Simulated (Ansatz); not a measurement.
`CO[AsH2]` → `CO[AsH]`• + H•  (homolysis of the As–H bond)

Calculated with Ansatz (gas phase, PBE0-D4/def2-TZVP geometries, no zero-point term in ΔE). CBS: MP2 limit from def2 TZ/QZ plus the TZ coupled-cluster correction, frozen cores. This one scheme is used for every species, atoms too. Functionals use def2-TZVPP. No spin–orbit coupling; open shells (•) take unrestricted orbitals. For As outer-core shells are correlated without core-valence functions, so the limit isn't a true one: a few kJ/mol of doubt a bond, and 10 to 20 or more in all where bonds break to atoms. Scalar relativity is left out up to krypton.

`CO[AsH2]`:

Z-matrix (Å, degrees):
```
C
O 1 1.407
H 1 1.098 2 111.6
H 1 1.098 2 111.6 3 121.3
H 1 1.093 2 107.7 3 -119.4
As 2 1.784 1 118.1 3 -60.7
H 6 1.538 2 97.5 1 45.6
H 6 1.538 2 97.5 1 -45.6
```

`CO[AsH]`•:

Z-matrix (Å, degrees):
```
C
O 1 1.410
H 1 1.095 2 111.5
H 1 1.095 2 111.5 3 121.7
H 1 1.092 2 107.5 3 -119.1
As 2 1.778 1 120.9 3 -60.9
H 6 1.540 2 96.4 1 -0.1
```

| level | ΔE (kJ/mol) |
| --- | --- |
| LDA (SPW92) | 345.2 |
| HF/def2-QZVPP | 227.7 |

**Question.** What does CCSD(T)/CBS give? (Estimate.)

**Answer.** The calculation gave: +321.9 kJ/mol. The listed levels differ from it by 23.3, -94.2 kJ/mol.

Largest T1 diagnostic among the species: 0.016.

From BLYP to BHLYP (50 % exact exchange), in def2-TZVPP and without D4, ΔE moves by +7.0 kJ/mol. In def2-TZVPP, CCSD(T) changes the Hartree–Fock value by +88.7 kJ/mol (the triples alone add +1.6 kJ/mol) and MP2 by +81.1 kJ/mol; breaking electron pairs costs correlation energy, which Hartree–Fock lacks.
